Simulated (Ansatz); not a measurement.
Consider the ligand exchange at a B–O bond: `NB(O)O` + H₂Se → `NB(O)[SeH]` + H₂O.

Program: Ansatz. Geometries: PBE0-D4/def2-TZVP. ΔE: electronic, gas phase. CCSD(T)/CBS is the MP2 limit (def2-TZVPP, def2-QZVPP) plus CCSD(T) − MP2 in def2-TZVPP, frozen cores. This one scheme is used for every species. Functionals use def2-TZVPP. For Se outer-core shells are correlated without core-valence functions, which leaves a few kJ/mol of doubt a bond. Scalar relativity is left out up to krypton. Each species was taken in one conformer, which may not be the lowest.

```tsv
level	ΔE (kcal/mol)
revPBE	15.0
CCSD(T)/def2-TZVPP	16.2
HF/def2-QZVPP	21.3
MP2/def2-QZVPP	14.0
```

(1) What does CCSD(T)/CBS give? (Estimate.)

(2) What do rigid-rotor, harmonic-oscillator terms from PBE0-D4/def2-TZVP frequencies (298.15 K, 1 bar) make of the CCSD(T)/CBS value? (Estimate.)

Largest T1 diagnostic among the species: 0.011.

## Answers

(1) Computed: +15.1 kcal/mol. The listed levels differ from it by -0.1, 1.1, 6.2, -1.1 kcal/mol.

(2) Ansatz gave: ΔZPE = +0.7 kcal/mol, ΔH = +16.3 kcal/mol, ΔS = -1 J/(mol·K), ΔG = +16.3 kcal/mol.

From PBE to PBE0 (25 % exact exchange), in def2-TZVPP and without D4, ΔE moves by +0.7 kcal/mol. The D4 term adds −1.4 kcal/mol with B3LYP and −0.8 kcal/mol with PBE0; it sums over pairs of atoms, weighted by their polarisabilities, and B3LYP, whose exchange is more repulsive, gets the larger term.

B3LYP here is the variant with VWN-RPA as its local correlation; programs differ in this.
